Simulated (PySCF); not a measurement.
A structure optimised at r2SCAN-D4/def2-SVP, used in a PySCF frequency run:

```
W
O 1 1.7238
O 1 1.7238 2 113.96
N 1 1.9535 2 107.71 3 -119.43
H 4 1.0177 1 124.49 2 -25.40
H 4 1.0177 5 110.81 1 -174.82
N 1 1.9535 2 107.71 3 119.43
H 7 1.0177 1 124.49 2 -148.73
H 7 1.0177 8 110.81 1 -174.82
```

Question: Write its SMILES, formula and point group.

Answer: [NH2][W]([NH2])(=[O])=[O], H₄N₂O₂W, C2v

Question: What are its rotational constants (standard atomic weights)?

Answer: 3.6433, 3.1429, 3.1305 GHz
